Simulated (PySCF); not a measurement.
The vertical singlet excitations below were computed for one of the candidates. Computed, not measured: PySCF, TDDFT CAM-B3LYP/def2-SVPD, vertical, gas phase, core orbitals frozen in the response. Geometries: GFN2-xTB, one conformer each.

```json
{"state": "S1", "E (eV)": "4.72", "f": "0.070", "main configurations (H = HOMO, L = LUMO)": "H→L (95%)"}
{"state": "S2", "E (eV)": "5.14", "f": "0.0002", "main configurations (H = HOMO, L = LUMO)": "H→L+1 (84%)"}
{"state": "S3", "E (eV)": "5.28", "f": "0.047", "main configurations (H = HOMO, L = LUMO)": "H-1→L (79%), H→L+3 (18%)"}
{"state": "S4", "E (eV)": "5.58", "f": "0.0074", "main configurations (H = HOMO, L = LUMO)": "H-2→L (96%)"}
{"state": "S5", "E (eV)": "5.95", "f": "0.0002", "main configurations (H = HOMO, L = LUMO)": "H-1→L+1 (82%)"}
{"state": "S6", "E (eV)": "6.26", "f": "0.286", "main configurations (H = HOMO, L = LUMO)": "H→L+3 (73%), H-1→L (14%)"}
{"state": "S7", "E (eV)": "6.30", "f": "0.0073", "main configurations (H = HOMO, L = LUMO)": "H→L+2 (79%), H→L+6 (10%)"}
{"state": "S8", "E (eV)": "6.72", "f": "0.0010", "main configurations (H = HOMO, L = LUMO)": "H→L+5 (68%), H→L+8 (12%)"}
```

Orbital energies (eV): HOMO-3 -11.45, HOMO-2 -9.59, HOMO-1 -8.84, HOMO -7.89, LUMO -0.39, LUMO+1 0.68, LUMO+2 1.14.

Question: Which structure fits?
A. `c1c(C)sc(F)p1`
B. `CS[C@@H](F)C1(F)CC1`
C. `C=CCP(P)C=C`
D. `C#CCP(C)CP`
E. `CC#CP(C)CP`

Answer: A. Its S1, at 4.72 eV, is the lowest among the candidates; the nearest of the others has S1 at 5.33 eV. S1 is HOMO→LUMO (95%). Löwdin shares by element: HOMO carbon 43% or more, phosphorus 27%, fluorine 9% (atoms not listed hold the other 21%); LUMO carbon 34% or more, phosphorus 27%, sulfur 22% (atoms not listed hold the other 17%). At the same level the other candidates give, for their lowest levels:
- `CS[C@@H](F)C1(F)CC1`: 5.68 eV (f 0.000); 6.74 eV (f 0.032); 6.88 eV (f 0.010); 7.44 eV (f 0.016); 7.59 eV (f 0.029); T1 5.18 eV; HOMO -8.29, LUMO 1.12 eV
- `C#CCP(C)CP`: 6.21 eV (f 0.086); 6.41 eV (f 0.040); 6.53 eV (f 0.012); 6.57 eV (f 0.037); 6.68 eV (f 0.022); T1 5.27 eV; HOMO -7.92, LUMO 1.07 eV
- `C=CCP(P)C=C`: 5.33 eV (f 0.145); 5.72 eV (f 0.131); 5.90 eV (f 0.011); 6.06 eV (f 0.023); 6.22 eV (f 0.008); T1 4.04 eV; HOMO -7.51, LUMO 0.74 eV
- `CC#CP(C)CP`: 5.46 eV (f 0.025); 5.89 eV (f 0.073); 6.31 eV (f 0.026); 6.45 eV (f 0.013); 6.50 eV (f 0.006); T1 4.83 eV; HOMO -7.84, LUMO 1.00 eV
Triplets come from the Tamm–Dancoff approximation.
